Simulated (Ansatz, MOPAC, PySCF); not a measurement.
Donor–acceptor adduct: GaH3 (SMILES [GaH3]) (first 4 atoms) with C2H6O (SMILES COC); geometry from B3LYP-D3(BJ)/def2-TZVP, rigid monomers moved along the line of their centres of mass till Ga1···O6 is 1.95 Å.
(charge 0, multiplicity 1):
```xyz
13

Ga     0.71688     0.24026     0.98544
H      1.97811    -0.69683     1.11976
H     -0.60867    -0.37569     0.37691
H      0.90053     1.80568     0.93433
C     -0.89264     1.01522     3.22088
O      0.18758     0.15119     2.85913
C      0.04352    -1.17225     3.38070
H     -0.96233     1.07615     4.30892
H     -1.83390     0.64350     2.80717
H     -0.66837     1.99424     2.80667
H     -0.01712    -1.13037     4.47019
H      0.92512    -1.73040     3.07801
H     -0.85403    -1.64686     2.97520
```

```tsv
level	interaction energy (kcal/mol)	cost
AM1	-20.02	-
PM6	-15.56	-
PM7	2.34	-
HF/6-31G* (no counterpoise)	-12.87	-
HF/aug-cc-pVDZ	-9.84	-
BP86/6-31G* (no counterpoise)	-14.87	-
r2SCAN/def2-TZVPPD	-17.96	×2
B3LYP/6-31G*	-11.25	-
B3LYP/6-31G* (no counterpoise)	-14.76	-
B3LYP/def2-TZVPPD	-11.18	×1
PBE0-D3(BJ)/def2-TZVPPD	-16.96	×1
wB97X-V/def2-TZVPPD	-17.34	×3
wB97M-V/def2-TZVPPD	-17.34	×5
CCSD(T)/aug-cc-pVDZ	-12.91	×20
```

The rows run from -20.02 (AM1) to 2.34 kcal/mol (PM7). The 4 functionals in def2-TZVPPD without D3 or D4 span 6.77, from r2SCAN to B3LYP.

Counterpoise-corrected where a basis set is named; no monomer relaxation. Rows marked so take none.

Correlated levels freeze the cores. Filled d and f shells under p-block atoms count as core. Rows in 6-31G* carry no dispersion term and start afresh at each structure (6-31G* with six Cartesian d functions); the Pople sets are all-electron and without relativity. The state that AM1, PM6, PM7 reach isn't checked; PM7 holds dispersion and hydrogen-bond terms.

Run with Ansatz (Gaussian orbitals); MOPAC for AM1, PM6, PM7 (differences of heats of formation); PySCF for 6-31G* rows, the dispersion terms. 

Costs are rough ratios of core time to PBE/def2-TZVPPD (about 11 s over the structures, on one shared machine); a dash marks a level with no comparable run of its own.

Ansatz is a program for electronic structure.
